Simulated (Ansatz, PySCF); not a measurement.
Noncovalent pair: CH5N (SMILES CN) (first 7 atoms) with CH2O2 (SMILES O=CO); geometry from B3LYP-D3(BJ)/def2-TZVP, rigid monomers moved along the line of their centres of mass till N2···H12 is 2.95 Å.
(charge 0, multiplicity 1):
```xyz
12

C      0.19514     0.64616     0.15494
N     -0.56010    -0.44250     0.79307
H      0.98552     0.95850     0.83592
H     -0.46976     1.49363    -0.01173
H      0.64670     0.36391    -0.80059
H      0.05627    -1.22401     0.99038
H     -1.30299    -0.77824     0.19093
O      1.31973    -0.09902     4.70135
C      0.30325     0.28251     5.23280
O     -0.88134     0.38865     4.65801
H      0.25860     0.59237     6.28774
H     -0.80669     0.08304     3.68557
```

Counterpoise-corrected where a basis set is named; no monomer relaxation.

Frozen-core correlation.

Codes used: Ansatz (an electronic-structure program) with Gaussian orbitals; PySCF for the dispersion terms. Values without a source in brackets are computed.

PBE/def2-TZVPPD gives -4.34 kcal/mol for the interaction energy.

**Question.** Where do these levels fall relative to PBE: PBE-D3(BJ)/def2-TZVPPD, r2SCAN/def2-TZVPPD, PBE0/def2-TZVPPD, wB97M-V/def2-TZVPPD, MP2/aug-cc-pVDZ, CCSD(T)/aug-cc-pVDZ.

**Answer.** PBE-D3(BJ)/def2-TZVPPD -0.49; r2SCAN/def2-TZVPPD 0.01; PBE0/def2-TZVPPD 0.11; wB97M-V/def2-TZVPPD -0.19; MP2/aug-cc-pVDZ -0.12; CCSD(T)/aug-cc-pVDZ -0.07 kcal/mol. 2 of 6 lie above PBE; the widest gap is to PBE-D3(BJ)/def2-TZVPPD.
